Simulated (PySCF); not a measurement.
Compound: C₅H₇F₃OSi.
Atom-mapped SMILES: `[F:1][C:2]([F:3])([F:4])[O:5][C@H:6]1[CH:7]=[CH:8][CH2:9][SiH2:10]1` (hydrogens: H11 on C6; H12 on C7; H13 on C8; H14, H15 on C9; H16, H17 on Si10)

The same species was optimised twice, with GFN2-xTB and with PBE0-D3(BJ)/def2-SVP (PySCF), and the same property calculations (PySCF, gas phase) were run on both structures.

```json
{"coordinate": "C2–O5 (Å)", "GFN2-xTB": "1.300", "PBE0-D3(BJ)/def2-SVP": "1.330", "change": "+0.030"}
{"coordinate": "O5–C6 (Å)", "GFN2-xTB": "1.466", "PBE0-D3(BJ)/def2-SVP": "1.442", "change": "-0.024"}
{"coordinate": "C7=C8 (Å)", "GFN2-xTB": "1.322", "PBE0-D3(BJ)/def2-SVP": "1.340", "change": "+0.018"}
{"coordinate": "F1–C2 (Å)", "GFN2-xTB": "1.358", "PBE0-D3(BJ)/def2-SVP": "1.346", "change": "-0.012"}
{"coordinate": "C2–F4 (Å)", "GFN2-xTB": "1.352", "PBE0-D3(BJ)/def2-SVP": "1.339", "change": "-0.013"}
{"coordinate": "C9–Si10 (Å)", "GFN2-xTB": "1.910", "PBE0-D3(BJ)/def2-SVP": "1.899", "change": "-0.011"}
{"coordinate": "C2–F3 (Å)", "GFN2-xTB": "1.330", "PBE0-D3(BJ)/def2-SVP": "1.319", "change": "-0.011"}
{"coordinate": "C8–C9 (Å)", "GFN2-xTB": "1.500", "PBE0-D3(BJ)/def2-SVP": "1.505", "change": "+0.005"}
{"coordinate": "C6–Si10 (Å)", "GFN2-xTB": "1.929", "PBE0-D3(BJ)/def2-SVP": "1.927", "change": "-0.002"}
{"coordinate": "C6–C7 (Å)", "GFN2-xTB": "1.497", "PBE0-D3(BJ)/def2-SVP": "1.498", "change": "+0.001"}
{"coordinate": "C7–C6–Si10 (°)", "GFN2-xTB": "104.8", "PBE0-D3(BJ)/def2-SVP": "102.3", "change": "-2.5"}
{"coordinate": "C6–Si10–C9 (°)", "GFN2-xTB": "92.2", "PBE0-D3(BJ)/def2-SVP": "94.5", "change": "+2.3"}
{"coordinate": "C8–C9–Si10 (°)", "GFN2-xTB": "104.7", "PBE0-D3(BJ)/def2-SVP": "102.4", "change": "-2.3"}
{"coordinate": "O5–C6–Si10 (°)", "GFN2-xTB": "112.5", "PBE0-D3(BJ)/def2-SVP": "114.8", "change": "+2.3"}
{"coordinate": "F1–C2–F3 (°)", "GFN2-xTB": "106.2", "PBE0-D3(BJ)/def2-SVP": "108.3", "change": "+2.1"}
{"coordinate": "F1–C2–O5 (°)", "GFN2-xTB": "114.5", "PBE0-D3(BJ)/def2-SVP": "112.4", "change": "-2.1"}
{"coordinate": "F1–C2–F4 (°)", "GFN2-xTB": "103.9", "PBE0-D3(BJ)/def2-SVP": "106.0", "change": "+2.1"}
{"coordinate": "F3–C2–F4 (°)", "GFN2-xTB": "106.5", "PBE0-D3(BJ)/def2-SVP": "108.4", "change": "+1.9"}
{"coordinate": "F1–C2–O5–C6 (°)", "GFN2-xTB": "57", "PBE0-D3(BJ)/def2-SVP": "57", "change": "0"}
{"coordinate": "C2–O5–C6–C7 (°)", "GFN2-xTB": "163", "PBE0-D3(BJ)/def2-SVP": "163", "change": "0"}
```

Rotational constants: A = 2463, B = 708.3, C = 625.1 MHz (GFN2-xTB) against A = 2506, B = 691.0, C = 612.2 MHz (PBE0-D3(BJ)/def2-SVP). Point groups within 0.08 Å: C1 and C1. Atoms that the bonding makes alike are paired by their places after alignment.

On the GFN2-xTB structure: HOMO (eV) -7.80 [PBE0/pcSseg-1]; LUMO (eV) -0.19 [PBE0/pcSseg-1]; dipole (D) 3.53 [PBE0/pcSseg-1]; GIAO shielding of F1/F3/F4 (mean) (ppm) 245.7 [PBE0/pcSseg-1]; GIAO shielding of C2 (ppm) 56.3 [PBE0/pcSseg-1]; GIAO shielding of O5 (ppm) 214.8 [PBE0/pcSseg-1]; GIAO shielding of C6 (ppm) 107.5 [PBE0/pcSseg-1]; GIAO shielding of C7 (ppm) 48.7 [PBE0/pcSseg-1]; GIAO shielding of C8 (ppm) 41.7 [PBE0/pcSseg-1]; GIAO shielding of C9 (ppm) 169.4 [PBE0/pcSseg-1]; GIAO shielding of Si10 (ppm) 377.3 [PBE0/pcSseg-1].

Q: What do these properties become on the PBE0-D3(BJ)/def2-SVP structure?

A: 
| property | level | on GFN2-xTB | on PBE0-D3(BJ)/def2-SVP | change |
| --- | --- | --- | --- | --- |
| HOMO (eV) | PBE0/pcSseg-1 | -7.80 | -7.64 | +0.16 |
| LUMO (eV) | PBE0/pcSseg-1 | -0.19 | -0.23 | -0.04 |
| dipole (D) | PBE0/pcSseg-1 | 3.53 | 3.08 | -0.45 |
| energy, GFN2-xTB geometry as zero (kcal/mol) | PBE0/pcSseg-1 | 0.0 | -2.0 | -2.0 |
| GIAO shielding of F1/F3/F4 (mean) (ppm) | PBE0/pcSseg-1 | 245.7 | 253.4 | +7.7 |
| GIAO shielding of C2 (ppm) | PBE0/pcSseg-1 | 56.3 | 56.5 | +0.2 |
| GIAO shielding of O5 (ppm) | PBE0/pcSseg-1 | 214.8 | 214.2 | -0.6 |
| GIAO shielding of C6 (ppm) | PBE0/pcSseg-1 | 107.5 | 112.2 | +4.7 |
| GIAO shielding of C7 (ppm) | PBE0/pcSseg-1 | 48.7 | 43.5 | -5.2 |
| GIAO shielding of C8 (ppm) | PBE0/pcSseg-1 | 41.7 | 40.6 | -1.1 |
| GIAO shielding of C9 (ppm) | PBE0/pcSseg-1 | 169.4 | 169.2 | -0.2 |
| GIAO shielding of Si10 (ppm) | PBE0/pcSseg-1 | 377.3 | 371.1 | -6.2 |

The heavy atoms differ by 0.064 Å rms after alignment. Among bonds between heavy atoms C2–O5 changes most (+0.030 Å). Changes are differences of the printed values. Neither structure is proved a minimum here.
